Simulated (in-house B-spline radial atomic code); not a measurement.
How numerical settings move a run on K IV (K3+), [Ne] 3s2 3p4. Computed with a B-spline radial code for spherical atoms: scalar-relativistic (X2C) TPSS, spin-polarised, spherical fractional occupations, Fermi nucleus of rms radius 3.4349 fm.

Command:
```bash
python run_scf.py task.json out
```
Settings of the sound reference run:
```
Z                19
electrons        16
configuration    [Ne] 3s2 3p4
hamiltonian      x2c
method           tpss,tpss
spin_polarised   True
nucleus          fermi
rms_radius       3.4349
mass_number      39
atomic_mass      38.96371
speed_of_light   137.036
knot_spacing     0.22
spline_order     8
gauss_points     12
box_radius       16.22
max_iterations   70
damping          0.5
damped_steps     3
diis_vectors     10
tolerance        1e-08
start            Thomas-Fermi
```

Time taken, with all properties: 0.43 s on 1 thread of Arm Neoverse N1 (shared host).

It converges in 7 iterations to -599.242566 hartree, with 3p down at -53.1445 eV. The other runs change the listed settings, some to values that make no sense; their results aren't properties of the atom or ion. Radii are in bohr (the nuclear one in fm), a minus after a letter asks for a j subshell, and «unchanged» means within 1e-8 hartree. The run stops when the residual is below 10 × tolerance × max(1, Z/10), or a noise floor if that is larger, and the energy moves by less than 1e-8 × √|E| hartree; so very loose and very tight tolerances often act alike.

```tsv
changed settings	outcome
max_iterations = 3	not converged after 3 iterations, last residual 5.0e-04, last energy +3.24e-07 hartree from the reference
electrons = 17, configuration = [Ne] 3s2 3p4 4p-1, max_iterations = 75	stopped with error: j subshells need the Dirac Hamiltonian and l > 0
max_iterations = 5	not converged after 5 iterations, last residual 1.7e-05, last energy +5.80e-10 hartree from the reference
knot_spacing = 0.75, box_radius = 1.62, max_iterations = 75, tolerance = 1e-05	converged in 5 iterations, energy +7.25e+00 hartree from the reference, 3p down level +5.5e+01 eV (the program warns: 3p down has a positive eigenvalue: unbound, held by the box; 2s up reaches the box edge)
spline_order = 4, max_iterations = 60, damped_steps = 1, start = bare nucleus	converged in 6 iterations, energy +1.60e-04 hartree from the reference, 3p down level -2.8e-04 eV
box_radius = 4.87	converged in 7 iterations, energy +2.45e-04 hartree from the reference, 3p down level +1.0e-02 eV (the program warns: 3p down reaches the box edge; 3s up reaches the box edge)
box_radius = 0.97	converged in 7 iterations, energy +6.26e+01 hartree from the reference, 3p down level +3.4e+02 eV (the program warns: 3p down has a positive eigenvalue: unbound, held by the box; 3s up has a positive eigenvalue: unbound, held by the box)
max_iterations = 2	not converged after 2 iterations, last residual 9.5e-04, last energy +1.23e-06 hartree from the reference
max_iterations = 12	converged in 7 iterations, energy unchanged
hamiltonian = dirac, method = hf, spin_polarised = False, speed_of_light = 14.25174	stopped with error: Z/c is past the critical charge
box_radius = 0.65	converged in 6 iterations, energy +2.41e+02 hartree from the reference, 3p down level +1.1e+03 eV (the program warns: 3p down has a positive eigenvalue: unbound, held by the box; 2p up has a positive eigenvalue: unbound, held by the box)
box_radius = 32.44	converged in 7 iterations, energy +3.21e-07 hartree from the reference, 3p down level -4.5e-06 eV
knot_spacing = 0.55, first_knot = 0.00526, max_iterations = 100, diis_vectors = 20	converged in 7 iterations, energy +7.18e-03 hartree from the reference, 3p down level -3.2e-03 eV
electrons = 19, configuration = [Ne] 3s2 3p7, max_iterations = 100	stopped with error: shell 3p holds at most 3 electrons (per spin)
```

(1) What happens with box_radius = 2.43?

(2) What happens with box_radius = 1.62?

(3) What happens with box_radius = 8.11?

(4) What happens with max_iterations = 100, damped_steps = 30, diis_vectors = 4?

Results:

(1) Converged in 8 iterations, energy +6.44e-01 hartree from the reference, 3p down level +7.9e+00 eV (the program warns: 3p down reaches the box edge; 3s up reaches the box edge).

(2) Converged in 7 iterations, energy +7.25e+00 hartree from the reference, 3p down level +5.5e+01 eV (the program warns: 3p down has a positive eigenvalue: unbound, held by the box; 2s up reaches the box edge).

(3) Converged in 7 iterations, energy -2.19e-06 hartree from the reference, 3p down level +3.7e-05 eV.

(4) Converged in 16 iterations, energy unchanged, 3p down level -1.4e-06 eV.
